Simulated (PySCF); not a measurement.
## C3GaN3S3: core ionisation energies

Ga(NCS)3, C3GaN3S3.
Geometry (PBE0-D3(BJ)/def2-SVP, Å), atoms numbered from 1 in this order:
```
atom  x, y, z in Å
Ga1    0.003    0.001    0.003
N2     1.799   -0.011    0.032
C3     2.996   -0.037    0.051
S4     4.566   -0.069    0.076
N5    -0.881    1.563   -0.030
C6    -1.469    2.606   -0.054
S7    -2.240    3.975   -0.086
N8    -0.906   -1.547    0.004
C9    -1.489   -2.593    0.004
S10   -2.255   -3.965    0.004
```

The calculation used delta-SCF UKS SCAN, pcX-2 on the ionised atom, pcseg-1 elsewhere, spin-free X2C (PySCF). Vertical ΔSCF values, vacuum level as zero.

Task: List the computed XPS lines with their assignment.

Result: 
| atom(s) | environment | level | binding energy (eV) | count |
| --- | --- | --- | --- | --- |
| C3/C6/C9 | carbon bonded to N and S | C 1s | 293.44 | 3 |
| N2/N5/N8 | nitrogen bonded to C and Ga | N 1s | 405.31 | 3 |
| S4/S7/S10 | sulfur bonded to C | S 1s | 2477.34 | 3 |

Task: Which photon energy gives electrons from C 1s of C3/C6/C9 a kinetic energy of 50 eV, and what is their de Broglie wavelength?

Result: hν = 293.44 + 50 = 343.44 eV, recoil neglected; λ = 12.264 Å/√(E/eV) = 1.73 Å.

Task: Which effective nuclear charge Zeff reproduces each element's mean 1s value in the hydrogen-like formula E = 13.606 eV × Zeff²?

Result: C (Z = 6): mean 293.4 eV, Zeff = 4.64, Z − Zeff = 1.36; N (Z = 7): mean 405.3 eV, Zeff = 5.46, Z − Zeff = 1.54; S (Z = 16): mean 2477.3 eV, Zeff = 13.49, Z − Zeff = 2.51. Means run over the listed sites, weighted by atom count.

One atom of each set of topologically equivalent atoms was ionised and stands for the set; in this conformer not all members are related by symmetry, and their own values weren't computed. Not every level is listed. No level of gallium is listed. Isolated species at its PBE0-D3(BJ)/def2-SVP geometry, gas phase.
